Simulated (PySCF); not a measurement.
**Ionising CsSr**

PBE0; Cs def2-SVPD with ECP46, Sr def2-SVPD with ECP28; scalar-relativistic core potentials (PySCF 2.14). Neutral (UKS): doublet (σ ↑), Re = 4.948 Å, ωe = 35.9 cm⁻¹, De = 0.16 eV, HOMO -2.63 eV, LUMO -1.39 eV.

CsSr⁺ (UKS): singlet (closed shell), Re = 4.734 Å, ωe = 46.0 cm⁻¹, De = 0.42 eV to Cs⁺ + Sr. The energies at the minima are -50.81364 hartree for CsSr and -50.67961 for CsSr⁺.

(1) Work out the adiabatic ionisation energy, without and with harmonic zero-point energies (1 hartree = 27.2114 eV, 1 eV = 8065.5 cm⁻¹), and the change of the bond length.

CsSr⁻ (UKS): singlet (closed shell), Re = 5.220 Å, ωe = 31.3 cm⁻¹, De = 0.33 eV to Cs⁻ + Sr. The energies at the minima are -50.81364 hartree for CsSr and -50.83600 for CsSr⁻.

(2) Work out the adiabatic electron affinity, without and with harmonic zero-point energies (1 hartree = 27.2114 eV, 1 eV = 8065.5 cm⁻¹), and the change of the bond length.

Closed-shell solutions of metal pairs were not tested for spin polarisation, which can lower them a little. Weak bonds: CsSr, CsSr⁺, CsSr⁻. Basis-set superposition, not corrected here, can be much of De in a small basis, most of all at correlated wavefunction levels. Spin–orbit coupling is left out. For an ion De counts to the pair picked by the measured ionisation energies or electron affinities, which need not be the lowest pair at this level. The highest Kohn–Sham level is positive in this anion. Much of that is self-interaction error, but it also means that the finite basis helps to hold the extra electron. States were picked by a PBE0 search and need not be the measured ground states.

## Answers

(1) At PBE0: 0.13403 hartree = 3.647 eV between the minima; the zero-point term (46.0 − 35.9)/2 cm⁻¹ = +0.001 eV makes it 3.648 eV. Re changes by -21.4 pm against the neutral. The electron leaves a σ orbital, and the shorter bond of the ion fits an antibonding orbital, or a change in how ionic the bond is.

(2) At PBE0: 0.02236 hartree = 0.608 eV between the minima; the zero-point term (35.9 − 31.3)/2 cm⁻¹ = +0.000 eV makes it 0.609 eV. Re changes by +27.2 pm against the neutral. The electron enters a σ orbital; the charge polarises the partner, so the anion is bound more strongly.
